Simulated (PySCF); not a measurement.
CCl3, SMILES Cl[C](Cl)Cl (connectivity only; charge and spin as stated), charge +1, multiplicity 1. Atoms are numbered in the order given.

```xyz
4

Cl    -1.6577     0.0000     0.0000
C      0.0000     0.0000     0.0000
Cl     0.8289    -1.4356     0.0000
Cl     0.8289     1.4356     0.0000
```
Charge +1, spin multiplicity 1.

Geometry optimised at TPSSh-D3(BJ)/def2-SVP. The spin state was assumed, not searched. The isomer is the one that the SMILES or the coordinates give; other isomers of the formula were not compared.

All values below come from B3LYP/def2-TZVPD (PySCF).

The total energy is -1418.44381 hartree. The point group comes out as D3h, the highest occupied level comes out as -15.17 eV and the lowest empty level is -10.21 eV. The orbital gap comes out as 4.96 eV. The dipole moment about the centre of nuclear charge comes out as 0.00 D and the mean static polarisability is 51.1 bohr³ (7.56 Å³). The polarisability, principal values comes out as 32.6, 60.3, 60.3 bohr³.
